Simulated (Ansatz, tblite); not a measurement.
Cost and result up the ladder for MnO₃F (5 atoms). Charge 0, multiplicity 1. Geometry: B3LYP-D4/def2-SVP.

```xyz
5

Mn   -0.002   -0.046   -0.006
O    -1.473   -0.455   -0.251
O     0.874   -0.420   -1.225
O     0.540   -0.721    1.276
F     0.061    1.643    0.206
```

Ansatz on 4 threads of Arm Neoverse V1 on a shared host; xTB runs through tblite on one thread. Times are rough, summed over both states, and most runs start from the orbitals of an earlier one. No level here is sound enough to serve as a yardstick. The other state is a doublet.

The xTB rows come from tblite.

Run but left out: GFN1-xTB (tight binding far off the other levels).

Raw xTB energies of ions are shifted by several eV.

```
              level  functions  wall time  vertical IE (eV)                                                                              remarks
           GFN2-xTB         25    0.006 s             18.02                                                                                    –
   PBE-D4/def2-TZVP        169      4.5 s             12.27                                                                                    –
r2SCAN-D4/def2-TZVP        169       14 s             12.43  restricted SCF unstable in HF (singlet), spin-contaminated (⟨S²⟩ 0.85) (+1 doublet)
  PBE0-D4/def2-TZVP        169       15 s             12.53  restricted SCF unstable in HF (singlet), spin-contaminated (⟨S²⟩ 1.02) (+1 doublet)
```
